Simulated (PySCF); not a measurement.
Ca(Cl)2 cation (CaCl₂), SMILES [Cl][Ca][Cl] (connectivity only; charge and spin as stated), charge +1, multiplicity 2.

Geometry: B3LYP-D3(BJ)/def2-TZVP. The multiplicity is an assumed one; other spin states were not compared. The isomer is the one that the SMILES or the coordinates give; other isomers of the formula were not compared.

Level of theory: PBE/def2-TZVPD (PySCF).

Isolated molecule, no solvent.

Task: Estimate the frontier levels, dipole moment and polarisability. (An estimate is asked for; the answer gives what the named calculation found.)

Result: 
* **α spin, highest occupied and lowest empty level**: -11.82 and -7.59 eV
* **β spin, highest occupied and lowest empty level**: -12.00 and -10.76 eV
* **dipole moment about the centre of nuclear charge**: 9.57 D
* **mean static polarisability**: 53.4 bohr³ (7.91 Å³)
* **polarisability, principal values**: 34.9, 50.1, 75.1 bohr³
* **⟨S²⟩**: 0.753 (pure state 0.75)
